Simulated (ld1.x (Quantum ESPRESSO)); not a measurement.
Configuration tests for hafnium (Hf) (PAW)

Hf (Z = 72), PAW, made with ld1.x (Quantum ESPRESSO) 7.5 (LDA (PZ), fully relativistic). Core [Kr] 4d10, reference 4f14 5s2 5p6 5d2 6s1.75 6p0 (charge +0.25). Waves: 5s (bound): rcut 1.45, rcutus 1.70 bohr; 6s (bound): rcut 1.45, rcutus 1.70 bohr; 5p (bound): rcut 1.90, rcutus 2.10 bohr; 6p (bound, empty): rcut 1.90, rcutus 2.10 bohr; 5d (bound): rcut 2.20, rcutus 2.55 bohr; 5d channel at 0.3 Ry: rcut 2.20, rcutus 2.55 bohr; 4f (bound): rcut 0.50, rcutus 0.60 bohr; 4f channel at 0.75 Ry: rcut 0.50, rcutus 0.60 bohr. Local part: all-electron potential smoothed inside 1.20 bohr (lloc = -2). Core correction: Bessel-smoothed model core inside 0.35 bohr. Augmentation charge: BESSEL, radius 0.45 bohr.

Open shells are filled in proportion to 2j + 1 (rel_dist='average').

Energies are relative to the spin-unpolarised reference configuration 4f14 5s2 5p6 5d2 6s1.75 6p0; without spin polarisation the order of configurations can differ from experiment. Not all tests gave a result: test run stopped at test 4 of 7 (negative rho).

| valence configuration | charge | ΔE all-electron (eV) | error AE − PS (meV) |
| --- | --- | --- | --- |
| 4f14 5s2 5p6 5d2 6s2 6p0 | 0 | -1.494 | -1.0 |
| 4f14 5s2 5p6 5d2 6s1 6p0 | +1 | 6.706 | -11 |
| 4f14 5s2 5p6 5d2 6s0 6p0 | +2 | 21.207 | -82 |

Levels in the configuration 4f14 5s2 5p6 5d2 6s0 6p0:

| level | all-electron (eV) | pseudo (eV) |
| --- | --- | --- |
| 4f j=5/2 | -33.172 | -32.586 |
| 4f j=7/2 | -31.423 | -30.848 |
| 5s j=1/2 | -82.217 | -82.445 |
| 5p j=1/2 | -56.524 | -56.232 |
| 5p j=3/2 | -48.653 | -48.494 |
| 5d j=3/2 | -17.362 | -17.223 |
| 5d j=5/2 | -16.780 | -16.661 |

The ghost test of this file was not conclusive.
